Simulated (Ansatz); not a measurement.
Harmonic frequencies (cm⁻¹) at PBE0-D4/def2-TZVP from Ansatz: 40, 70, 134, 179, 208, 269, 402, 509, 536, 573, 705, 747, 778, 826, 886, 913, 943, 2208, 2242, 2252, 3908.

Each molecule was computed in one conformer, which needn't be the lowest.

Question: Which molecule is it?
A. `O[SiH2][SiH](Cl)Cl`
B. `O[SiH2][Si](F)(Cl)Cl`
C. `[SiH3]O[SiH](Cl)Cl`
D. `Cl[SiH2]O[SiH2]Cl`

Answer: A.
